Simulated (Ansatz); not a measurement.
C4H10BF (SMILES CC(C)(C)BF), singlet, geometry from GFN2-xTB, with bond 9-5 at 1.8 times its length; Ansatz (an electronic-structure program) with SC-NEVPT2/STO-3G, CASSCF(2,2).

Here is a job for Ansatz.
Ansatz 0.2 input:
```yaml
crystal:
  periodic: [false, false, false]
  atoms:
    - {symbol: B, position_ang: [0.20136119, 0.08639231, -1.28444478]}
    - {symbol: F, position_ang: [1.48974897, 0.07195201, -1.54819421]}
    - {symbol: H, position_ang: [-0.50955355, 0.25021699, -2.20584993]}
    - {symbol: C, position_ang: [-0.28530205, -0.04106086, 0.22928371]}
    - {symbol: C, position_ang: [-1.71944737, -0.57253738, 0.34685318]}
    - {symbol: C, position_ang: [0.64813264, -0.93201949, 1.06222784]}
    - {symbol: C, position_ang: [-0.24439182, 1.38626093, 0.81669151]}
    - {symbol: H, position_ang: [-2.03404341, -0.58958600, 1.38894726]}
    - {symbol: H, position_ang: [-1.83857353, -2.39323927, -0.36239731]}
    - {symbol: H, position_ang: [-2.40913676, 0.05596924, -0.21105521]}
    - {symbol: H, position_ang: [0.62185282, -1.95659334, 0.69714815]}
    - {symbol: H, position_ang: [1.67324287, -0.57509020, 1.00143001]}
    - {symbol: H, position_ang: [0.34224504, -0.93174835, 2.10717819]}
    - {symbol: H, position_ang: [0.76404899, 1.79142893, 0.77419048]}
    - {symbol: H, position_ang: [-0.90603780, 2.04982866, 0.26407998]}
    - {symbol: H, position_ang: [-0.56548470, 1.36622374, 1.85674017]}
basis:
  gaussian:
    orbitals: STO-3G
magnetization: {spin_polarized: false}
correlation: {method: sc_nevpt2, electrons: all, active_space: {window: {electrons: 2, orbitals: 2}}}
```

The log (banner, timings and long lists left out):

```
Functional definition: HF
563 factors; integrals over basis functions are off by at most 1.0e-4 eV
mean field evaluation 1: about -7553.8964 eV, gradient 2.5e1 eV
mean field evaluation 2: about -7554.2088 eV, gradient 2.5e1 eV
mean field evaluation 4: about -7556.9792 eV, gradient 2.5e0 eV
mean field evaluation 8: about -7557.0043 eV, gradient 3.4e-5 eV
mean field -7557.00427831 eV, -277.7147849066 hartree, gradient 9.6e-7 eV, S^2 0.000000; 0 other end points of the search recorded, 0 dependent functions left out; unrestricted orbitals would lower it
reference -7557.00427831 eV, -277.7147849066 hartree; 24, 24 occupied and 16, 16 virtual orbitals, 563 factors
state -7559.35769226 eV, -277.8012712740 hartree
state -7559.35769226 eV, -277.8012712740 hartree; corrected -7566.35534052 eV, -278.0584301043 hartree
Total energy: -7566.35534052 eV, -278.0584301043 hartree
```
